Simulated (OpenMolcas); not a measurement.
**I VI: input and output**

Input:

```
&GATEWAY
Coord
1

I 0.0 0.0 0.0
Basis=ANO-RCC-VQZP
Group=XYZ
NoMove
AngMom=0.0 0.0 0.0
AMFI
&SEWARD
&RASSCF
FileOrb=start.orb
Symmetry=1
Spin=3
nActEl=2 0 0
Inactive=14 9
Ras2=1 3
CIRoot=3 3 1
SDav=3
CIMx=300
Iter=120 100
PrWF=0.3
OrbListing=Nothing
MaxOrb=0
Atom
>>> COPY $Project.JobIph JOBPRE
&RASSCF
FileOrb=start.orb
Symmetry=1
Spin=3
nActEl=2 0 0
Inactive=14 9
Ras2=2 6
CIRoot=3 3 1
SDav=16
CIMx=300
Iter=120 100
PrWF=0.3
OrbListing=Nothing
MaxOrb=0
Atom
>>> COPY $Project.JobIph JOB001
&RASSCF
FileOrb=start.orb
Symmetry=1
Spin=1
nActEl=2 0 0
Inactive=14 9
Ras2=2 6
CIRoot=1 1 1
SDav=24
CIMx=300
Iter=120 100
PrWF=0.3
OrbListing=Nothing
MaxOrb=0
Atom
>>> COPY $Project.JobIph JOB002
&RASSCF
FileOrb=start.orb
Symmetry=2
Spin=3
nActEl=2 0 0
Inactive=14 9
Ras2=2 6
CIRoot=3 3 1
SDav=12
CIMx=300
Iter=120 100
PrWF=0.3
OrbListing=Nothing
MaxOrb=0
Atom
>>> COPY $Project.JobIph JOB003
&RASSCF
FileOrb=start.orb
Symmetry=2
Spin=1
nActEl=2 0 0
Inactive=14 9
Ras2=2 6
CIRoot=3 3 1
SDav=12
CIMx=300
Iter=120 100
PrWF=0.3
OrbListing=Nothing
MaxOrb=0
Atom
>>> COPY $Project.JobIph JOB004
&RASSI
NrOfJobIphs=3 1 3 3
1
1 2 3
1 2 3
IphNames
JOB002
JOB003
JOB004
EJob
SpinOrbit
DIPRint=1.0
SOCoupling=1000.0
Subsets=2
MEES
Property=10
'ANGMOM' 1 'ANGMOM' 2 'ANGMOM' 3 'MLTPL  1' 1 'MLTPL  1' 2 'MLTPL  1' 3
'AMFI' 1 'AMFI' 2 'AMFI' 3 'MLTPL  2' 6
SOProperty=3
'ANGMOM' 1 'ANGMOM' 2 'ANGMOM' 3
```

Launched by
```bash
OMP_NUM_THREADS=1 MOLCAS_MEM=2252 MOLCAS_PROJECT=a pymolcas a.inp > a.log  # once for each step of the input, in one work folder
```

A driver script runs the steps one by one and writes start.orb anew before each from the orbitals found so far.

Output, cut to the results:

```
--- SEWARD ---
Basis set label: I.ANO-RCC...8S7P5D3F2G.

      Electronic valence basis set:
      ------------------
      Associated Effective Charge  53.000000 au
      Associated Actual Charge     53.000000 au
      Nuclear Model: Point charge

      Shell  nPrim  nBasis  Cartesian Spherical Contaminant
         s      22       8        X
         p      19       7        X
         d      13       5                 X
         f       5       3                 X
         g       3       2                 X
                  Relativistic Douglas-Kroll-Hess integrals:
                    - DKH order of Hamiltonian: 2
                    - DKH order of Properties : 0
                  Atomic mean-field integrals
--- RASSCF ---
Wave function specifications:
      -----------------------------

      Number of closed shell electrons          46
      Number of electrons in active shells       2
      Max number of holes in RAS1 space          0
      Max nr of electrons in RAS3 space          0
      Number of inactive orbitals               23
      Number of active orbitals                  8
      Number of secondary orbitals              62
      Spin quantum number                      1.0
      State symmetry                             1
Orbital specifications:
      -----------------------

      Symmetry species                           1   2
                                                ag  au
      Frozen orbitals                            0   0
      Inactive orbitals                         14   9
      Active orbitals                            2   6
      RAS1 orbitals                              0   0
      RAS2 orbitals                              2   6
      RAS3 orbitals                              0   0
      Secondary orbitals                        35  27
      Deleted orbitals                           0   0
      Number of basis functions                 51  42
      Number of CSFs                            16
      Number of root(s) required                 3
      Iter CI   SX   CI       RASSCF       Energy    max ROT     max BLB   max BLB  Level Ln srch  Step   QN
          iter iter root      energy       change     param      element    value   shift minimum  type update
 Nr of preliminary CI iterations:   1
 ###############################################################################
 ###############################################################################
 ###                                                                         ###
 ###                                                                         ###
 ###    WARNING: Problems in orbital optimization.                           ###
 ###                                                                         ###
 ###                                                                         ###
 ###############################################################################
 ###############################################################################
  Warning: In symmetry  1, orbital p=  15 has diagonal density matrix element D(p,p) close to zero. D(p,p)=  1.043527E-26
  Warning: In symmetry  1, orbital p=  16 has diagonal density matrix element D(p,p) close to zero. D(p,p)=  1.043527E-26
        ...
 ###############################################################################
  Warning: In symmetry  1, orbital p=  15 has diagonal density matrix element D(p,p) close to zero. D(p,p)=  1.208105E-25
  Warning: In symmetry  1, orbital p=  16 has diagonal density matrix element D(p,p) close to zero. D(p,p)=  1.208105E-25
        4   1    2    0  -104.56181032    5.46E-12  -4.49E-06   10  16 2 -6.48E-08   0.50   0.00    SX    NO
      Convergence after  4 iterations
        5   1    2    0  -104.56181032    0.00E+00  -4.49E-06   10  16 2 -3.71E-08   0.50   0.00    SX    NO
      Natural orbitals and occupation numbers for root  1
      sym 1:   0.000000   0.000000
      sym 2:   0.000000   0.999876   0.999876  -0.000000   0.000124   0.000124
      Natural orbitals and occupation numbers for root  2
      sym 1:   0.000000   0.000000
      sym 2:   0.999876  -0.000000   0.999876   0.000124   0.000124   0.000000
      Natural orbitals and occupation numbers for root  3
      sym 1:   0.000000   0.000000
      sym 2:   0.999876   0.999876   0.000000   0.000124  -0.000000   0.000124
::    RASSCF root number  1 Total energy:  -7104.56181032
::    RASSCF root number  2 Total energy:  -7104.56181032
...
--- RASSI ---
SPIN-FREE ENERGIES:
  (Shifted by EMIN (a.u.) =      -7105.5233285971)

 SF State       Relative EMIN(au)   Rel lowest level(eV)    D:o, cm**(-1)      L_eff

     1             0.0000000000        0.0000000000              0.0000         0.0
     2             0.4119846522       11.2106734985          90420.1797         1.0
     3             0.4119846522       11.2106734985          90420.1797         1.0
     4             0.4119846522       11.2106734985          90420.1797         1.0
     5             0.6240540664       16.9813762384         136964.0362         1.0
     6             0.6240540664       16.9813762384         136964.0362         1.0
     7             0.6240540669       16.9813762518         136964.0363         1.0
     Dipole printing threshold changed to   1.00000000E+00

++ Dipole transition strengths (spin-free states):
   -----------------------------------------------
     for osc. strength at least  1.00000000E+00

  ( Max oscillator strength is only   0.75378237803358294      )
--
Eigenvalues of complex Hamiltonian:
   -----------------------------------
  (Shifted by EMIN (a.u.) =      -7105.5233285971)

 SO State       Relative EMIN(au)   Rel lowest level(eV)    D:o, cm**(-1)     J-value

     1             0.0000000000        0.0000000000              0.0000         0.0
     2             0.3757937199       10.2258680618          82477.1881         0.0
     3             0.3913520006       10.6492304462          85891.8361         1.0
     4             0.3913520006       10.6492304466          85891.8361         0.6
     5             0.3913520006       10.6492304472          85891.8361         0.6
     6             0.4300801183       11.7030762169          94391.6754         1.5
     7             0.4300801183       11.7030762169          94391.6754         1.8
     8             0.4300801183       11.7030762169          94391.6754         1.0
...
```

The J values that RASSI prints are effective ones from its own formula and need not be integers or half-integers; the table below assigns J from the states.

Levels above the lowest, from the spin-orbit matrix, grouped by J:

```json
{"Configuration": "5s²", "Term": "¹S", "J": "0", "E (cm⁻¹)": "0.0", "Measured (cm⁻¹)": "0.0", "Term weight %": "100"}
{"Configuration": "5s 5p", "Term": "³P°", "J": "0", "E (cm⁻¹)": "82477", "Measured (cm⁻¹)": "85666", "Term weight %": "100"}
{"Configuration": "5s 5p", "Term": "³P°", "J": "1", "E (cm⁻¹)": "85892", "Measured (cm⁻¹)": "89262", "Term weight %": "99"}
{"Configuration": "5s 5p", "Term": "³P°", "J": "2", "E (cm⁻¹)": "94392", "Measured (cm⁻¹)": "99685", "Term weight %": "100"}
{"Configuration": "5s 5p", "Term": "¹P°", "J": "1", "E (cm⁻¹)": "137521", "Measured (cm⁻¹)": "127424", "Term weight %": "99"}
```

Against the 4 measured excited levels shown (the list in Rauch et al., Astron. Astrophys. 606, A105 (2017)) the mean absolute deviation is 5500 cm-1; the largest miss in energy is 5s 5p ¹P°₁: computed 137521, measured 127424 cm⁻¹ (+7.9 %).

Some high roots are left out of the spin-orbit mixing, which shifts the levels that they would mix with. Active for correlation alone: 6p 6s; no level in the range computed is led by a configuration that fills them, so any true level of that kind is missing. Computed and measured levels are paired by configuration, term and J; levels that our copy of the source lacks, or whose pairing is in doubt (as where it misses far off the trend of its configuration), stay unpaired and out of the deviations. Only configurations of the active space appear. The first state left out of the spin-orbit step lies near 210000 cm-1 above the lowest spin-free state of the reference (among the parities and spins computed), and the list stops at four fifths of that energy or lower.

The term weight is that of the spin-free term in the level, not the purity of its configuration. ° marks odd parity.
